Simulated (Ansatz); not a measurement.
Cost and result for the atomization energy of C₂H₇BO₃, SMILES `COB(O)OC` (13 atoms, 12 bonds).

Z-matrix (Å, degrees):
```
C
O 1 1.413
H 1 1.093 2 111.2
H 1 1.090 2 107.6 3 -119.5
H 1 1.093 2 111.2 3 121.0
B 2 1.360 1 120.2 3 -59.9
O 6 1.364 2 120.2 1 180.0
O 6 1.368 2 120.4 1 -0.0
C 7 1.412 6 120.2 2 0.0
H 8 0.960 6 111.5 2 180.0
H 9 1.090 7 107.6 6 -179.4
H 9 1.093 7 111.3 6 -59.9
H 9 1.093 7 111.2 6 61.1
```

Total charge 0; spin multiplicity 1. Geometry: relaxed with PBE0-D4/def2-TZVP. It is one conformer, not always the lowest. Program: Ansatz. All runs use 2 threads of an AMD EPYC 7R13 on a shared host and a share of an NVIDIA H100 80 GB. Times are those of one run each, without the atoms' runs, and a repeat can differ threefold. Electronic energies, without spin–orbit coupling; frozen cores. CCSD(T)/CBS adds CCSD(T) − MP2 in def2-TZVPP to the MP2 limit, and its time is that of the two runs behind it. T1 = 0.012. B3LYP takes the VWN-RPA correlation (the form of Gaussian; ORCA's B3LYP/G).

CCSD(T)/CBS is a level of theory with its own doubt, some kJ/mol a heavy atom from the limit and from the frozen cores, so smaller differences don't rank the functionals.

```
                             level  functions  wall time  atomization (kJ/mol)  difference from CCSD(T)/CBS  per bond
   PBE-D4/def2-TZVPP (with forces)        284      3.2 s                5543.2                        117.6       9.8
                 B2PLYP/def2-TZVPP        284      3.6 s                5380.7                        -44.9      -3.7
 B3LYP-D4/def2-TZVPP (with forces)        284      3.7 s                5423.6                         -2.0      -0.2
                    MP2/def2-QZVPP        552      3.9 s                5496.6                         71.0       5.9
  ωB97M-V/def2-TZVPP (with forces)        284      4.1 s                5445.3                         19.7       1.6
r2SCAN-D4/def2-TZVPP (with forces)        284      4.4 s                5446.4                         20.8       1.7
                ωB97X-V/def2-TZVPP        284      4.4 s                5425.7                          0.1       0.0
                CCSD(T)/def2-TZVPP        284      4.8 s                5292.4                       -133.2     -11.1
                PBE0-D4/def2-TZVPP        284        5 s                5426.4                          0.8       0.1
                 CCSD(T)/CBS(def2)          –      8.7 s                5425.6                          0.0       0.0
```

In def2-TZVPP, CCSD(T) changes the Hartree–Fock value by +1317.8 kJ/mol (the triples alone add +77.1 kJ/mol) and MP2 by +1443.1 kJ/mol; breaking electron pairs costs correlation energy, which Hartree–Fock lacks. From PBE to PBE0 (25 % exact exchange), in def2-TZVPP and without D4, the atomization energy moves by −113.3 kJ/mol: exact exchange takes away binding that semilocal exchange gives to molecules. The D4 term adds +33.6 kJ/mol with B3LYP and +17.8 kJ/mol with PBE0; it sums over pairs of atoms, weighted by their polarisabilities, and B3LYP, whose exchange is more repulsive, gets the larger term.
